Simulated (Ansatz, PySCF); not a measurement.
Some isomers of C7H14, singlet:

A. C1CCCCCC1
B. C[C@@H]1CC[C@H](C)C1
C. C=CCC(C)(C)C
D. C=CCCCCC
E. CC/C=C(\C)CC [(E)-3-methylhex-3-ene]
F. C=CCCC(C)C [5-methylhex-1-ene]

Quantity: relative energy (enthalpy at 298 K, with B3LYP-D3(BJ) rigid-rotor harmonic-oscillator terms), kcal/mol. Each molecule is optimised on its own at B3LYP-D3(BJ)/def2-TZVP (Ansatz, an electronic-structure program), one conformer each, not searched for the lowest. Frequencies are from Ansatz or PySCF. Valence correlation only, unless marked. Spin-orbit coupling is left out. No relativistic terms. CBS marks a two-point X^-3 extrapolation of the correlation energy; Hartree-Fock from the larger set. [CCSD(T)-MP2]/basis is that difference in the basis named. Values are relative to the lowest entry of each level; other isomers of the formula, not listed, may lie lower.

```
   RI-HF/aug-cc-pVQZ (Ansatz)  r2SCAN/def2-TZVPD (Ansatz)  SCS-MP2/cc-pwCVTZ (Ansatz)  RI-MP2/CBS(aug-cc-pVTZ,aug-cc-pVQZ)+[CCSD(T)-MP2]/aug-cc-pVTZ (Ansatz)
-  --------------------------  --------------------------  --------------------------  ----------------------------------------------------------------------
A                         4.8                         4.4                         4.6                                                                     4.4
B                         0.0                         0.0                         0.0                                                                     0.0
C                        12.4                        14.1                        13.3                                                                    13.2
D                        11.1                        17.1                        17.4                                                                    17.2
E                        10.0                        12.9                        13.5                                                                    13.7
F                        11.9                        16.3                        16.3                                                                    16.0
```
